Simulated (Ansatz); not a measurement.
A nudged elastic band was laid between two geometries of Cl + F6W (8 atoms, charge 0, multiplicity 2).

All numbers below come from Ansatz 0.2.0, UKS PBE/def2-SVP.

- movable images: 7
- climbing image: yes
- spring: 5.0 eV/Å²
- optimiser: quadratic models (default)
- start path: through a guess of the saddle point
- force threshold: 0.05 eV/Å
- iteration limit: 60
- end points: relaxed

First end point:

```xyz
8
Properties=species:S:1:pos:R:3
W 0.000 0.000 -0.069
F 0.000 0.000 1.799
F 1.861 0.000 -0.063
F 0.000 1.861 -0.063
F -1.861 0.000 -0.063
F 0.000 -1.861 -0.063
F 0.000 0.000 -1.928
Cl 0.000 0.000 4.602
```

Last end point:

```xyz
8
Properties=species:S:1:pos:R:3
W 0.096 -0.096 0.019
F 0.544 -0.544 1.778
F 1.906 -0.046 -0.415
F 0.154 1.710 0.457
F -1.710 -0.154 0.457
F 0.046 -1.906 -0.415
F -0.337 0.336 -1.737
Cl -0.699 0.699 4.005
```

**Question.** What changes between the two ends?

**Answer.** No bond is made or broken.

**Question.** Give the energies along the band, and the barrier.

**Answer.** It converged. The highest image is number 0 of 0 to 8, 0.0 kcal/mol above the first end and 0.6 kcal/mol above the last; the last end lies 0.6 kcal/mol below the first. The highest image is an end point: on this band no image between the ends rises above it.

| image | path coordinate (Å) | energy (kcal/mol) |
| --- | --- | --- |
| 0 | 0.00 | 0.0 |
| 1 | 0.11 | 0.0 |
| 2 | 0.35 | 0.0 |
| 3 | 0.59 | -0.1 |
| 4 | 0.83 | -0.2 |
| 5 | 1.07 | -0.4 |
| 6 | 1.31 | -0.5 |
| 7 | 1.55 | -0.6 |
| 8 | 1.80 | -0.6 |

The run took 10 min on 4 threads of Arm Neoverse V1 (shared host), peak memory 0.42 GiB.
